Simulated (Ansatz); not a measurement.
One change: `[NH2][GeH]([OH])[CH2]F` becomes `[NH2][GeH]([OH])[F]`.

Ansatz, PBE0-D4/def2-TZVP geometries, multiplicity 1. Each molecule was computed in one conformer, which needn't be the lowest.

Scalar relativity is left out up to krypton.

| property | `[NH2][GeH]([OH])[CH2]F` |
| --- | --- |
| LUMO energy (PBE0/def2-TZVPP) / eV | 0.43 |
| ideal-gas entropy at 298 K and 1 bar (rigid rotor, harmonic PBE0-D4/def2-TZVP) / J/(mol·K) | 374 |
| LUMO energy (ωB97M-V/def2-TZVPP) / eV | 2.03 |
| HOMO energy (PBE0/def2-TZVPP) / eV | -7.61 |
| HOMO–LUMO gap (PBE0/def2-TZVPP) / eV | 8.04 |
| LUMO energy (B3LYP/def2-TZVPP) / eV | 0.10 |

Q: Give the same properties after the change, and the shifts. (An estimate is asked.)

A: Computed: 
```tsv
property	`[NH2][GeH]([OH])[F]`	shift
LUMO energy (PBE0/def2-TZVPP) / eV	0.46	0.03
ideal-gas entropy at 298 K and 1 bar (rigid rotor, harmonic PBE0-D4/def2-TZVP) / J/(mol·K)	327	-47
LUMO energy (ωB97M-V/def2-TZVPP) / eV	2.06	0.03
HOMO energy (PBE0/def2-TZVPP) / eV	-8.14	-0.53
HOMO–LUMO gap (PBE0/def2-TZVPP) / eV	8.60	0.56
LUMO energy (B3LYP/def2-TZVPP) / eV	0.06	-0.04
```

The zero-point energy changes by -71.7 kJ/mol with -9 modes. Modes under 60 cm⁻¹, often nearly free rotors, make the harmonic entropy too high.

B3LYP here is the variant with VWN-RPA as its local correlation; programs differ in this.
